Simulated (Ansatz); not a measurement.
# A barrier at the coupled-cluster level

Start structure (AlH₂Cl₂F, singlet), relaxed at PBE0-D4/def2-TZVP:

```xyz
6
angstrom
Al -0.2527 -0.5657 0.2358
F -1.7862 0.0093 0.1826
Cl 0.4519 -1.7142 -1.3399
Cl 0.8019 -0.4708 2.0183
H 0.0314 1.4835 -0.5528
H 0.7537 1.2578 -0.5439
```

The step: AlCl₂F ([F][Al]([Cl])[Cl]) + H₂ → AlHCl₂ ([Cl][AlH][Cl]) + HF (still joined by a long Al–F bond); bonds formed: Al1–H6, F2–H5; bonds broken: H5–H6; bonds weakened to dative contacts: Al1–F2. Program: Ansatz 0.2.0. Basis: def2-TZVPP and def2-QZVPP. Cores are frozen in the correlated methods. Extrapolation: Hartree–Fock as exp(−7.88 √X), correlation as X^−2.97. Energies below are by CCSD(T) at an estimated basis limit (MP2 extrapolated from triple and quadruple zeta, plus CCSD(T) − MP2 in triple zeta).

Task: What are the electronic barrier and the energy of the step, from the start structure to the end structure? (An estimate is asked for; the value comes from the calculation.)

Result: The calculation gives: Barrier 1.531 eV; step energy 1.276 eV (uphill); reverse barrier, their difference, 0.255 eV. Barrier and step energy count from the start structure, the reverse barrier from the end structure.

The saddle point: One imaginary mode of 617i cm⁻¹.
| pair | start (Å) | saddle (Å) | end (Å) |
| --- | --- | --- | --- |
| Al1–H6 | 2.22 | 1.67 | 1.58 |
| F2–H5 | 2.45 | 1.06 | 0.93 |
| Al1–F2 | 1.64 | 1.90 | 2.06 |
| H5–H6 | 0.76 | 1.24 | 2.45 |

Zero-point energy (harmonic, PBE0-D4): ZPE is 0.528 eV at the start and 0.553 eV at the saddle, so the barrier goes from 1.531 to 1.556 eV.

The T1 diagnostic stays at or below 0.010.

Labels in which every atom is bracketed show which atoms are joined, not bond orders.

For scale, one of the runs: CCSD(T)/def2-TZVPP, 185 basis functions (an equivalent command: `ansatz run in.yaml --threads 2`). The run took 19 s on 2 CPU threads (shared host), with 1.8 GiB of host memory at its peak.
